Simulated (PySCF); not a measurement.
Computed shifts of a molecule C₅H₈Si, PBE/pcSseg-1 run with PySCF, GIAO, gas phase, atoms alike by connectivity averaged where their shifts nearly agree, in ppm (number of nuclei): ¹³C: 149.3 (1), 137.9 (1), 93.5 (1), 90.7 (1), -4.5 (1). ²⁹Si: -30.2 (1). ¹H: 6.74 (1), 6.59 (1), 4.82 (1), 4.62 (1), 3.69 (1), 0.71 (3). References: ¹³C against TMS (σ = 182.0 ppm); ²⁹Si against TMS (σ = 335.4 ppm); ¹H against TMS (σ = 31.49 ppm), references at their B3LYP-D3(BJ)/def2-TZVP geometries, non-relativistic. Coordinates come from a B3LYP-D3(BJ)/def2-SVP optimisation. Other conformers were not sampled.

Problem. Pick the molecule that these values belong to.
A) C=C[C@@H]1C=C[SiH2]1
B) C#C[Si@H](C)C=C
C) C#CC(=C)[SiH2]C
D) CC1=CC=C[SiH2]1

Solution. C, C#CC(=C)[SiH2]C
